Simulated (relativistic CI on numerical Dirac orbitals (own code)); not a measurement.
## L2,3 absorption of nickel in several valence states

Computed multiplet spectra 2p⁶3dⁿ → 2p⁵3dⁿ⁺¹ (Dirac-Coulomb-Breit ions, Slater integrals scaled by 0.7, an assumed crystal field that grows with the charge, no charge transfer; 300 K; Lorentzian 0.4 eV and Gaussian 0.3 eV FWHM at both edges, so that L2 comes out sharper than in experiment). Peaks over 5 % are given in eV from the highest peak in the L3 region of each spectrum (height, largest 100). S of the lowest state is read from ⟨S²⟩, and the branching ratio is the share of L3, cut at the minimum between the edges.

Field parameters in Wybourne normalisation: Td as Oh with Dq negative (B⁴₀ = 21Dq, B⁴₄ = √(5/14) B⁴₀). The field is a parameter set, without covalency.

- Ni²⁺ (d8, Td, 10Dq = -5950 cm⁻¹): S = 1.00, branching ratio 0.90; peaks 0.0 (100), 2.2 (17), 18.6 (13)
- Ni⁴⁺ (d6, Td, 10Dq = -9400 cm⁻¹): S = 2.00, high spin, branching ratio 0.75; peaks -3.3 (13), -0.3 (99), 0.0 (100), 1.1 (59), 2.9 (29), 4.5 (11), 15.2 (12), 16.4 (30), 17.6 (31), 18.1 (30), 18.9 (15), 19.5 (12), 20.5 (9), 21.3 (8)

Q: What spin state follows for Ni³⁺ in Td, 10Dq = -7700 cm⁻¹, and does its branching ratio lie nearer 2/3 or nearer 0.8?

A: Ni³⁺ (d7, Td, 10Dq = -7700 cm⁻¹): S = 1.50, high spin, branching ratio 0.75; peaks 0.0 (100), 1.1 (66), 2.1 (30), 2.8 (21), 4.3 (10), 18.2 (48), 20.4 (9), 21.2 (6). High-spin states, above all those with an unquenched orbital moment, raise the ratio above the statistical 2/3; low spin and nearly empty shells keep it near or below 2/3.

The centroid of the whole edge, which also moves with the branching ratio, lies at 856.5 (Ni²⁺), 862.0 (Ni³⁺), 865.4 (Ni⁴⁺) eV in this ionic model, in steps of 3.4 to 5.5 eV. Compounds show about 1 to 2 eV a unit and lower energies for the high valences, since ligands screen the charge. The multiplet shape follows the d count and the spin state, and so serves as a fingerprint of valence.
